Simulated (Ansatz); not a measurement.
Basis sets compared for Ge3Se3 (the lowest singlet isomer of a short search). The state is a singlet with charge 0. Geometry PBE0-D4/def2-SVP. Ansatz on 4 threads of Arm Neoverse V2 on a shared host; times are rough, and most runs start from earlier orbitals.

```
atom   x (Å)   y (Å)   z (Å)
 Ge1   0.499   0.019   1.529
 Ge2   1.468  -1.225  -1.571
 Ge3  -1.311   0.659  -0.660
 Se4  -1.545   1.289   1.654
 Se5  -0.423  -1.796  -0.176
 Se6   1.312   1.053  -0.777
```

The 6-31G sets use Cartesian d functions. B3LYP takes the VWN-RPA correlation. The structure comes from a short search, and lower isomers may exist.

Binding counts from free atoms (Ge triplet, Se triplet) in the same basis, without a counterpoise term.

| level | functions | energy (Eh) | HOMO (eV) | LUMO (eV) | binding per atom (eV) | wall time |
| --- | --- | --- | --- | --- | --- | --- |
| HF/STO-3G | 108 | -13276.1045 | -5.01 | 3.19 | 2.78 | 1.4 s |
| HF/6-31G | 174 | -13423.6396 | -8.24 | -0.91 | 1.07 | 4.1 s |
| PBE-D4/def2-SVP | 192 | -13432.2412 | -5.45 | -3.56 | 3.30 | 3 s |
| PBE-D4/def2-TZVP (with forces) | 288 | -13433.9078 | -5.46 | -3.57 | 3.30 | 7.5 s |
| r2SCAN-D4/def2-TZVP | 288 | -13435.8319 | -5.69 | -3.65 | 3.16 | 14 s |
| B3LYP-D4/6-31G | 174 | -13433.9506 | -6.33 | -3.43 | 2.69 | 6 s |
| B3LYP-D4/def2-TZVP | 288 | -13436.1460 | -6.08 | -3.12 | 3.06 | 15 s |
| PBE0-D4/def2-SVP | 192 | -13432.6049 | -6.28 | -3.02 | 3.11 | 7.5 s |
| PBE0-D4/def2-TZVP | 288 | -13434.2720 | -6.26 | -2.99 | 3.14 | 19 s |

Problem. Estimate the rows for PBE-D4/def2-TZVPD, r2SCAN-D4/def2-TZVPD, PBE0-D4/def2-TZVPD.

Solution. 
```tsv
level	functions	energy (Eh)	HOMO (eV)	LUMO (eV)	binding per atom (eV)	wall time
PBE-D4/def2-TZVPD	333	-13433.9104	-5.48	-3.60	3.30	10 s
r2SCAN-D4/def2-TZVPD	333	-13435.8343	-5.69	-3.65	3.16	19 s
PBE0-D4/def2-TZVPD	333	-13434.2743	-6.27	-3.01	3.14	26 s
```
